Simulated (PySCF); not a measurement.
**How methods differ on the excitation energy of I⁺**

I⁺ [Kr] 4d10 5s2 5p4 (3P) → I⁺ [Kr] 4d10 5s2 5p3 6s1 (5S), as a difference of total energies. Calculation: PySCF 2.14, in aug-cc-pwCVTZ-DK3; the spin-free X2C one-electron Hamiltonian (Gaussian nucleus). Correlated levels: valence: [Kr] 4d10 frozen; valence and next inner shell: [Ar] 3d10 frozen. The calculations carry no spin-orbit coupling.

| method | excitation energy (eV) |
| --- | --- |
| UHF | 9.125 |
| LDA | 9.688 |
| PBE | 9.524 |
| PBE0 | 9.661 |
| r2SCAN | 9.905 |
| CAM-B3LYP | 9.944 |
| M06-2X | 9.554 |
| wB97M-V | 9.761 |
| MP2 (valence) | 9.374 |
| SCS-MP2 (valence) | 9.591 |
| MP2 (valence and next inner shell) | 9.409 |
| SCS-MP2 (valence and next inner shell) | 9.596 |

How much does correlation contribute at MP2 (valence and next inner shell)?

9.409 − (9.125) = 0.284 eV, measured against UHF.

Errors of the correlated levels include the incompleteness of this basis and the frozen core.

For comparison: 9.665 eV (measured; NIST levels, between the centres of gravity of the two terms).
